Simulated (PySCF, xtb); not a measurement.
BiH5, SMILES [BiH5].

Harmonic wavenumbers (cm⁻¹) from GFN2-xTB run with xtb 6.7.1 at its own minimum, in rising order: 371, 375, 765, 766, 852, 1097, 1098, 1492, 1602, 1677, 1681, 1723.

What does PySCF with B3LYP-D3(BJ)/def2-TZVP give at its own minimum? (The exact figures need the calculation; the answer reports its results.)

403, 403, 728, 728, 821, 973, 973, 1451, 1485, 1729, 1729, 1751. Paired by order, the mean absolute difference is 58 cm⁻¹ and the zero-point energies are 19.3 and 18.8 kcal/mol.
